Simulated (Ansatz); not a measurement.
Cd₂O₂: single points at one geometry.

```yaml
crystal:
  periodic: [false, false, false]
  atoms:
    - {symbol: Cd, position_ang: [0.352649, 1.320858, -0.072797]}
    - {symbol: Cd, position_ang: [-0.352652, -1.320873, 0.072610]}
    - {symbol: O, position_ang: [1.574773, -0.421848, -0.028652]}
    - {symbol: O, position_ang: [-1.574771, 0.421864, 0.028839]}
basis:
  gaussian: {orbitals: def2-TZVP, initial_orbitals: start.molden}
hamiltonian: {xc: pbe0, dispersion: d4}
scf: {omitted_lower_state_checks: [starts]}
output: {orbitals: {seedname: orbitals}}
```

The file start.molden holds the orbitals of an earlier run on this structure, at another level or in another basis.

```sh
$ ansatz run in.yaml --threads 4 --pin off --events-out ev --progress --plain --max-ram 3916MiB
```

Output, abridged:

```
Functional definition: PBE0
1142 factors; their error is unknown
mean field evaluation 1: about -13217.3886 eV, gradient 9.3e0 eV
mean field evaluation 2: about -13217.6235 eV, gradient 3.9e-1 eV
mean field evaluation 4: about -13217.7807 eV, gradient 4.2e-1 eV
mean field evaluation 8: about -13217.7809 eV, gradient 2.6e-5 eV
mean field -13217.78085399 eV, -485.7444870507 hartree, gradient 2.6e-5 eV, S^2 0.000000; 0 other end points of the search recorded, 0 dependent functions left out
reference -13217.78088539 eV, -485.7444882044 hartree; 28, 28 occupied and 114, 114 virtual orbitals, 1142 factors
Total energy: -13217.88322160 eV, -485.7482489907 hartree
Checks for a lower state left out: starts
```

Hardware: 4 threads of Arm Neoverse V1 on a shared host. Wall time 1.6 s.

First input, but with `hamiltonian: {xc: {name: B97M-V}}` (abridged; 4.5 s):

```
Functional definition: B97M-V
mean field -13221.31359605 eV, -485.8743129266 hartree, gradient 4.0e-5 eV, S^2 0.000000
Total energy: -13221.31365647 eV, -485.8743151471 hartree
Checks for a lower state left out: starts
```

First input, but with `hamiltonian: {xc: pbe, dispersion: d4}`, `output: {forces: true, orbitals: {seedname: orbitals}}` (abridged; 1.4 s):

```
Functional definition: PBE
mean field -13219.34641149 eV, -485.8020202273 hartree, gradient 2.0e-5 eV, S^2 0.000000
Total energy: -13219.46875367 eV, -485.8065162195 hartree
Atom 0 force    -0.000672     0.000764     0.000211 eV/Å
Atom 1 force     0.000607    -0.000645     0.000238 eV/Å
Atom 2 force     0.000518    -0.000884    -0.000201 eV/Å
Atom 3 force    -0.000453     0.000764    -0.000248 eV/Å
Dipole moment:    -0.000001    -0.000017    -0.000191 e Å
Checks for a lower state left out: starts
```

As the first input, with `hamiltonian: {xc: r2scan, dispersion: d4}` (abridged; 2.5 s):

```
Functional definition: r2SCAN
mean field -13224.11540967 eV, -485.9772776781 hartree, gradient 1.9e-5 eV, S^2 0.000000
Total energy: -13224.13967912 eV, -485.9781695638 hartree
Checks for a lower state left out: starts
```

First input, but with `correlation: {method: ccsd_t}` and without the key `hamiltonian` (abridged; 2.3 min):

```
Functional definition: HF
mean field evaluation 16: about -13146.2486 eV, gradient 5.7e0 eV
mean field evaluation 32: about -13145.6129 eV, gradient 6.3e0 eV
mean field -13152.56402083 eV, -483.3478126376 hartree, gradient 1.7e-6 eV, S^2 0.000000; unrestricted orbitals would lower it
mean field evaluation 64: about -13152.7369 eV, gradient 3.0e0 eV
mean field evaluation 96: about -13153.7660 eV, gradient 3.4e-4 eV
mean field evaluation 128: about -13142.6038 eV, gradient 5.1e1 eV
mean field evaluation 160: about -13153.7295 eV, gradient 1.8e-1 eV
determinant -13152.56402083 eV, -483.3478126376 hartree, with singles and doubles -13192.14243929 eV, -484.8022926885 hartree
determinant -13145.65792546 eV, -483.0940183137 hartree, with singles and doubles -13187.16103504 eV, -484.6192294588 hartree
determinant -13152.56402083 eV, -483.3478126376 hartree, with singles and doubles -13192.13404925 eV, -484.8019843602 hartree
determinant -13152.56402083 eV, -483.3478126376 hartree, with singles and doubles -13192.13952783 eV, -484.8021856944 hartree
determinant -13145.65792546 eV, -483.0940183137 hartree, with singles and doubles -13188.06423272 eV, -484.6524213616 hartree
mean field evaluation 192: about -13151.7731 eV, gradient 1.7e0 eV
unrestricted determinant -13153.76600867 eV, -483.3919848759 hartree, S^2 1.9963
2 core orbitals not correlated: weight in the atoms' cores, before any rotation towards them, 1.000 or more for the frozen orbitals, at most 0.000 for the correlated occupied ones
second order -41.75373819 eV of doubles, -0.00000000 eV of singles
cycle   1  -39.57550725 eV  change   -2.5e-7 eV  update   4.3e-6
perturbative correction -1.49738892 eV, -0.0550280277 hartree
Total energy: -13193.63691700 eV, -484.8572137313 hartree
Checks for a lower state left out: starts
```

First input, but with `hamiltonian: {xc: {name: r2SCANh}, dispersion: d4}` (abridged; 2.9 s):

```
Functional definition: r2SCANh
mean field -13222.71769663 eV, -485.9259126712 hartree, gradient 1.8e-5 eV, S^2 0.000000
Total energy: -13222.74469758 eV, -485.9269049377 hartree
Checks for a lower state left out: starts
```

Geometry: PBE-D4/def2-TZVP.

In the def2 sets Cd takes a core potential; there is no spin–orbit coupling. Correlated methods freeze 2 core orbitals; core or outer-core shells of Cd are correlated, in sets that lack core-valence functions. The restricted singlet is unstable towards broken spin symmetry in Hartree–Fock (as tested in another run); at PBE0-D4/def2-TZVP, B97M-V/def2-TZVP, PBE-D4/def2-TZVP, r2SCAN-D4/def2-TZVP and others this wasn't settled. At CCSD(T)/def2-TZVP T1 of the charge 0 singlet is large (up to 0.029), so the single-reference result is doubtful. At CCSD(T)/def2-TZVP the restricted singlet (for correlated methods, its reference) is unstable: a solution with broken spin symmetry lies lower. Another isomer (triplet) lies 1.07 eV lower at PBE0-D4/def2-TZVP; other spin states weren't run for this one.
